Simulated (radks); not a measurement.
Results of a calculation; reference values are marked as such.
Ar I, configuration [Ar].

Level of theory: non-relativistic Kohn-Sham, LDA (Slater exchange, VWN5 correlation), spin-unpolarised, spherical densities, point nucleus; hard spherical wall at 4 bohr (a radial shooting solver on a logarithmic mesh with Libxc functionals).

Energy parts (Ry):
| part | energy |
|---|---|
| total | -1051.66842 |
| kinetic | 1051.36347 |
| electron-nucleus | -2510.81764 |
| Hartree | 466.53922 |
| exchange-correlation | -58.75347 |

Orbitals (lengths in bohr, moments of r in powers of bohr; <r^-3> diverges for s and p1/2; r(max) is where P^2 peaks):
orbital  occ.  eigenvalue (Ry)  <r^-3>      <r>   r(max)
1s          2        -227.3462       -  0.08642  0.05668
2s          2        -21.35575       -   0.4181   0.3416
2p          6        -16.65165   124.4   0.3784   0.2815
3s          2         -1.60334       -    1.409    1.184
3p          6         -0.58959   10.51    1.576    1.295
3d          0          0.83009  0.5667    1.944    1.847
4s          0          1.19826       -    2.421    2.746
4p          0          1.71934   8.263    2.359    2.849

The highest occupied level is 3p at -8.022 eV. The pressure on the wall is 30.4 GPa. Summed over all electrons, <r^2> = 23.40 bohr^2, which gives a Langevin (diamagnetic) susceptibility term of -18.5 x 10^-6 cm^3/mol. The density falls to 0.001 e/bohr^3 at r = 3.43 bohr.
